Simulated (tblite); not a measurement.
NSi, doublet, at a GFN2-xTB geometry; GFN1-xTB (tblite).

Input for tblite:
```
$ tblite run mol.xyz --method gfn1 --charge 0 --spin 1 --guess eeq --json tblite.json --no-restart

# file mol.xyz
2

Si    -0.00000000    -0.00000000    -0.52212322
N      0.00000000     0.00000000     1.04424644
```

It wrote (shortened):

```
xTB calculator
 | screened Coulomb repulsion
 | Coulomb electrostatics
 |  * isotropic Klopman-Ohno-Mataga-Nishimoto electrostatics
 |  * onsite third-order electrostatics
 | DFT-D3(BJ) dispersion correction

halogen bonding energy    0.0000000000000E+00 Eh
repulsion energy          4.6346738369809E-02 Eh
dispersion energy        -3.0427567162685E-04 Eh
number of electrons       9.0000000000000E+00 e
integral cutoff           2.8146159136829E+01 bohr

------------------------------------------------------------
  cycle        total energy    energy error   density error
------------------------------------------------------------
      1     -4.885076623022  -4.9311191E+00   4.7100831E-01
      2     -4.892282963081  -7.2063401E-03   4.3236864E-01
      3     -4.916663805881  -2.4380843E-02   1.7751466E-01
      4     -4.918358119042  -1.6943132E-03   3.6806277E-02
      5     -4.918417759029  -5.9639988E-05   1.0220117E-02
      6     -4.918440608339  -2.2849310E-05   1.2774732E-03
      7     -4.918441126411  -5.1807188E-07   1.5213866E-04
      8     -4.918441130752  -4.3404258E-09   1.8856461E-05
------------------------------------------------------------

electronic energy        -4.9644835934500E+00 Eh
total energy             -4.9184411307518E+00 Eh

Post processing:
 | Mayer-Wiberg bond orders

[Info] JSON dump of results written to 'tblite.json'
```
